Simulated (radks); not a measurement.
Problem. The table gives one normalised radial function P(r) = r R(r) of Co3+ in [Ar] 3d5 4p1 (r in bohr). Calculated with a radial shooting solver on a logarithmic mesh with Libxc functionals: scalar-relativistic Kohn-Sham, PBE, spin-polarised, spherical densities, point nucleus; open shells are filled with parallel spins first.

| r | P |
|---|---|
| 0.006145 | 0.0086 |
| 0.006984 | 0.0109 |
| 0.008001 | 0.0140 |
| 0.009094 | 0.0177 |
| 0.01042 | 0.0226 |
| 0.01184 | 0.0285 |
| 0.01357 | 0.0364 |
| 0.01542 | 0.0457 |
| 0.01767 | 0.0579 |
| 0.02008 | 0.0722 |
| 0.023 | 0.0907 |
| 0.02614 | 0.1120 |
| 0.02995 | 0.1392 |
| 0.03404 | 0.1697 |
| 0.039 | 0.2078 |
| 0.04433 | 0.2492 |
| 0.05079 | 0.2991 |
| 0.05772 | 0.3512 |
| 0.06613 | 0.4106 |
| 0.07516 | 0.4682 |
| 0.08611 | 0.5282 |
| 0.09787 | 0.5790 |
| 0.1121 | 0.6211 |
| 0.1274 | 0.6428 |
| 0.146 | 0.6388 |
| 0.1659 | 0.6018 |
| 0.1901 | 0.5201 |
| 0.2161 | 0.3990 |
| 0.2475 | 0.2225 |
| 0.2814 | 0.0159 |
| 0.3223 | -0.2353 |
| 0.3664 | -0.4852 |
| 0.4197 | -0.7424 |
| 0.477 | -0.9530 |
| 0.5465 | -1.1189 |
| 0.6212 | -1.2037 |
| 0.7117 | -1.2099 |
| 0.8088 | -1.1409 |
| 0.9267 | -1.0036 |
| 1.053 | -0.8355 |
| 1.207 | -0.6419 |
| 1.371 | -0.4674 |
| 1.571 | -0.3082 |
| 1.786 | -0.1920 |
| 2.046 | -0.1054 |
| 2.325 | -0.0541 |
| 2.664 | -0.0235 |
| 3.028 | -0.0094 |
| 3.469 | -0.0030 |
| 3.943 | -0.0009 |
| 4.517 | -0.0002 |
| 5.134 | 0.0000 |
| 5.882 | 0.0000 |
| 6.685 | 0.0000 |
| 7.659 | 0.0000 |

Which n and l does it have? It may be an empty orbital.

Solution. n = 3, l = 1: the number of nodes gives n - l - 1 = 1, the rise at small r (about r^(l+1)) gives l, and the extent must fit the shell. The curve is that of 3p up; the table hardly tells the two spins apart. 3p up: eigenvalue -115.58 eV, 1 radial node at r = 0.284 bohr, <r> = 0.791 bohr, 90 % of the charge inside 1.21 bohr.
